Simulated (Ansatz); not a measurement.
Calculated with Ansatz (gas phase, PBE0-D4/def2-TZVP geometries, no zero-point term in ΔE). CCSD(T)/CBS adds triple-zeta CCSD(T) − MP2 to the extrapolated MP2 energy (def2 sets, frozen cores). DFT in def2-TZVPP. Elements past krypton have def2 core potentials. For Ga, W outer-core shells are correlated without core-valence functions, which leaves a few kJ/mol of doubt a bond. Scalar relativity is left out up to krypton. Each species was taken in one conformer, which may not be the lowest.

Consider the redistribution: `[OH][Ga]([SH])[Cl]` + `[O]=[W](=[O])([OH])[Cl]` → `[OH][Ga]([OH])[SH]` + `[O]=[W](=[O])([Cl])[Cl]`.

```tsv
level	ΔE (kJ/mol)
PBE-D4	41.8
r2SCAN-D4	43.7
PBE0-D4	45.4
MP2/def2-TZVPP	23.7
CCSD/def2-TZVPP	42.0
HF/def2-QZVPP	56.2
SCS-MP2/def2-QZVPP	27.2
HF/CBS(def2)	55.9
```

Question: What does CCSD(T)/CBS give? (Best estimate.)

Answer: Ansatz gave: +36.9 kJ/mol. The listed levels differ from it by 4.9, 6.8, 8.5, -13.2, 5.1, 19.3, -9.7, 19.0 kJ/mol.

Largest T1 diagnostic among the species: 0.022, so the coupled-cluster value is less sure than usual.

From PBE to PBE0 (25 % exact exchange), in def2-TZVPP and without D4, ΔE moves by +3.7 kJ/mol. In def2-TZVPP, CCSD(T) changes the Hartree–Fock value by −20.9 kJ/mol (the triples alone add −4.4 kJ/mol) and MP2 by −34.9 kJ/mol.
